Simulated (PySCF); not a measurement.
C2H8O2Si. Atoms are numbered in the order given.

```xyz
13

C      2.0811    -0.3669     0.4308
C      0.8321     0.2014    -0.2268
O      0.5170     1.5273     0.2552
Si    -0.7810    -0.7973    -0.0340
O     -1.9933     0.2118    -0.5811
H      1.9247    -0.5377     1.5105
H      2.3574    -1.3351    -0.0178
H      2.9331     0.3230     0.3152
H      1.0222     0.3385    -1.3056
H      0.5094     1.4932     1.2228
H     -0.8194    -2.0607    -0.8194
H     -0.9313    -1.1171     1.4225
H     -1.7306     1.1385    -0.4696
```

The structure is a stationary point at B3LYP-D3(BJ)/def2-SVP. The structure was generated by enumeration; whether it is a known compound was not checked. Other conformers were not sampled.

Method: B3LYP-D3(BJ)/def2-SVP (PySCF).

Frequencies are harmonic and unscaled.

| mode | ν (cm⁻¹) | IR (km/mol) | Raman (Å⁴/amu) | depolarisation | moving atoms (share of kinetic energy) |
|---|---|---|---|---|---|
| 1 | 67 | 3.1 | 0.1 | 0.75 | O 49 %, H 24 %, Si 15 %, C 12 % |
| 2 | 156 | 7.9 | 0.4 | 0.69 | O 58 %, H 19 %, C 16 % |
| 3 | 235 | 1.5 | 0.4 | 0.75 | H 80 % |
| 4 | 287 | 3.3 | 0.9 | 0.19 | H 42 %, O 25 %, C 18 %, Si 15 % |
| 5 | 289 | 6.4 | 1.5 | 0.69 | H 43 %, O 25 %, C 23 %, Si 9 % |
| 6 | 342 | 74.7 | 1.4 | 0.72 | H 86 %, O 8 % |
| 7 | 418 | 24.7 | 2.4 | 0.74 | C 34 %, H 33 %, O 26 % |
| 8 | 469 | 143.0 | 1.0 | 0.63 | H 89 %, O 10 % |
| 9 | 569 | 22.3 | 14.1 | 0.28 | H 46 %, Si 22 %, C 21 %, O 10 % |
| 10 | 703 | 39.3 | 6.2 | 0.31 | H 54 %, C 26 %, Si 18 % |
| 11 | 736 | 23.8 | 13.4 | 0.73 | H 87 % |
| 12 | 837 | 53.5 | 9.6 | 0.66 | H 62 %, O 32 % |
| 13 | 879 | 51.8 | 4.5 | 0.52 | O 37 %, H 27 %, C 21 %, Si 16 % |
| 14 | 913 | 48.8 | 7.2 | 0.52 | H 49 %, O 21 %, Si 17 %, C 12 % |
| 15 | 963 | 318.7 | 8.3 | 0.74 | H 87 % |
| 16 | 976 | 77.2 | 11.6 | 0.70 | H 89 % |
| 17 | 1000 | 81.7 | 3.6 | 0.74 | H 74 %, C 14 % |
| 18 | 1081 | 52.6 | 2.0 | 0.73 | H 65 %, C 30 % |
| 19 | 1087 | 30.8 | 2.3 | 0.73 | C 64 %, H 22 %, O 13 % |
| 20 | 1233 | 15.7 | 2.8 | 0.61 | H 62 %, C 36 % |
| 21 | 1286 | 10.3 | 3.8 | 0.40 | H 70 %, C 28 % |
| 22 | 1381 | 13.8 | 7.0 | 0.66 | H 85 %, C 11 % |
| 23 | 1398 | 26.9 | 5.7 | 0.75 | H 77 %, C 21 % |
| 24 | 1458 | 8.6 | 12.4 | 0.75 | H 96 % |
| 25 | 1475 | 4.1 | 14.5 | 0.75 | H 96 % |
| 26 | 2178 | 152.6 | 106.0 | 0.20 | H 97 % |
| 27 | 2239 | 131.2 | 137.5 | 0.22 | H 97 % |
| 28 | 3014 | 19.2 | 137.6 | 0.01 | H 97 % |
| 29 | 3045 | 11.6 | 111.1 | 0.40 | H 92 % |
| 30 | 3092 | 25.6 | 67.3 | 0.46 | H 91 %, C 9 % |
| 31 | 3109 | 16.0 | 86.3 | 0.74 | H 91 %, C 9 % |
| 32 | 3785 | 35.3 | 67.7 | 0.15 | H 94 % |
| 33 | 3795 | 78.2 | 43.3 | 0.28 | H 94 % |
